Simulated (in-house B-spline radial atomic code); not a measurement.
## RPA and G0W0 on PBE0: the iron ion Fe²³⁺

Configuration [He] 2s1, highest spin, mean-field start PBE0. Computed with an all-electron radial atomic-structure program (B-spline basis): all electrons, non-relativistic, point nucleus, each spin shell either full or empty, empty states to l = 9 with an (l + 1/2)⁻⁴ tail; G0W0 by contour deformation at full frequency.

Command:
```bash
python run_gw.py task.json out
```
Settings (radii: box in bohr, nucleus in fm):
```
Z                        26
electrons                3
configuration            [He] 2s1
hamiltonian              nr
method                   pbe0
lmax                     9
spin_polarised           True
box_radius               3.69
intervals                45
ion_configuration        1s2
```

Run time, properties included: 1.2 s on 1 thread of Arm Neoverse N1, on a shared host.

Energies (hartree):

| term | value |
| --- | --- |
| mean-field total | -734.12994 |
| Hartree-Fock functional on these orbitals | -734.26230 |
| direct second order | -0.27015 |
| second-order exchange | 0.21745 |
| SOSEX correction | 0.18185 |

What is the RPA correlation energy, and what remains with SOSEX?

RPA gives -0.23357 hartree (-2.12 eV per electron); RPA + SOSEX gives -0.051721, and the second-order doubles -0.052703 hartree (no singles). SOSEX takes back 78 % of the RPA value.

Quasi-particle levels (eV):

```tsv
level	occupied	mean field	Σx - vxc	Σc	QP weight	G0W0
2s up	yes	-1997.16	-27.46	?	?	?
1s down	yes	-8496.90	-121.71	2.34	0.998	-8616.27
1s up	yes	-8505.75	-127.23	0.26	0.962	-8632.72
2s down	no	-1946.40	23.05	-9.04	0.936	-1932.39
```

G0W0 = mean field + (Σx - vxc) + Σc, with Σc (partial-wave tail included) taken at the quasi-particle energy.

Where does G0W0 put 2s up?

At -2030.04 eV, with Σc = -5.42 eV and a quasi-particle weight of 0.974. The tabulated removal energy is 2045.759 ± 0.007 eV (NIST, tabulated theory); the calculation leaves out relativity, Breit and QED terms, and what these don't explain is the method's own error.

What does it cost to remove one electron (to 1s2) by differences of total energies, each species on its own start (correlation terms add to the Hartree-Fock functional)?

PBE0 2026.32 eV, Hartree-Fock functional 2024.58 eV, + RPA 2028.43 eV, + RPA + SOSEX 2024.74 eV, + second order 2024.75 eV. Tabulated: 2045.759 ± 0.007 eV (NIST, tabulated theory); the calculation leaves out relativity, Breit and QED terms, and what these don't explain is the method's own error.
